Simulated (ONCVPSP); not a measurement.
## Transferability test, ONCV potential for molybdenum

* Element: molybdenum
* Generator: ONCVPSP 4.0.1
* Type: optimised norm-conserving Vanderbilt (ONCV)
* Functional: PBE
* Relativity: scalar-relativistic
* Frozen core: [Ar] 3d10
* Valence charge: 14
* Reference configuration: 4s2 4p6 4d5 5s0.75 (charge +0.25)
* Partial waves: 4s+5s: rc 2.00 bohr, ncon 3, nbas 6, qcut 6.8 1/bohr, 3 projectors, debl 2.9 Ha; 4p: rc 1.90 bohr, ncon 4, nbas 7, qcut 7.1 1/bohr, 1 projector; 4d: rc 2.30 bohr, ncon 4, nbas 9, qcut 8.1 1/bohr, 2 projectors, debl 1.4 Ha
* Local potential: polynomial inside 1.45 bohr (lpopt 5, dvloc0 2 Ha)
* Core correction: none

Energies are relative to the spin-unpolarised reference configuration 4s2 4p6 4d5 5s0.75; without spin polarisation the order of configurations can differ from experiment.

```csv
valence configuration,charge,ΔE all-electron (eV),error AE − PS (meV)
4s2 4p6 4d5 5s1,0,-1.190,+0.2
4s2 4p6 4d5 5s0,+1,5.700,-1.4
4s2 4p6 4d3 5s0,+3,47.906,+3.1
```

**Question.** What are ΔE and the potential's error for 4s2 4p6 4d4 5s0?

**Answer.** ΔE = 21.162 eV all-electron; the error (AE − PS) is -1.1 meV.

Levels in the configuration 4s2 4p6 4d4 5s0:

| level | all-electron (eV) | pseudo (eV) |
| --- | --- | --- |
| 4s | -82.754 | -82.760 |
| 4p | -56.751 | -56.755 |
| 4d | -20.827 | -20.826 |
